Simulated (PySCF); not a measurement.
## C₆ coefficients of unlike pairs at BLYP

Calculated with PySCF 2.14 from the dipole response of each species, C₆(A,B) = (3/π) ∫ α_A(iu) α_B(iu) du, in atomic units, from isotropic polarisabilities. For ions this is the dispersion term alone; charge-induced terms of lower order in 1/R come first.

```json
{"species": "Sc³⁺", "configuration": "[Ar] (1S)", "basis": "aug-cc-pVTZ-DK (8s7p5d3f2g)", "relativity": "spin-free X2C", "α (bohr³)": "2.146", "C₆ (like pair)": "5.492"}
{"species": "Ca⁺", "configuration": "[Ar] 4s1 (2S)", "basis": "x2c-QZVPPall with one added diffuse shell each of s, p, d, f type (12s8p5d4f)", "relativity": "spin-free X2C", "α (bohr³)": "67.52", "C₆ (like pair)": "461.0"}
{"species": "Ga²⁺", "configuration": "[Ar] 3d10 4s1 (2S)", "basis": "aug-cc-pVQZ-PP with ECP10MDF (7s6p5d3f2g)", "relativity": "core potential", "α (bohr³)": "8.892", "C₆ (like pair)": "25.57"}
{"species": "Se³⁺", "configuration": "[Ar] 3d10 4s2 4p1 (2P)", "basis": "aug-cc-pVQZ-PP with ECP10MDF (7s6p5d3f2g)", "relativity": "core potential", "α (bohr³)": "6.391", "C₆ (like pair)": "21.82"}
```

Q: Estimate C₆ for Se³⁺ with Sc³⁺.

A: The integral gives 10.27. The combination rule 2 C_A C_B / (C_A α_B/α_A + C_B α_A/α_B) gives 10.12 and the geometric mean 10.95.

No spin-orbit coupling is included.

The other pairs:

```csv
pair,C₆
"Ga²⁺, Sc³⁺",10.38
"Se³⁺, Ga²⁺",23.18
"Ga²⁺, Ca⁺",95.54
"Se³⁺, Ca⁺",78.97
"Ca⁺, Sc³⁺",31.24
```
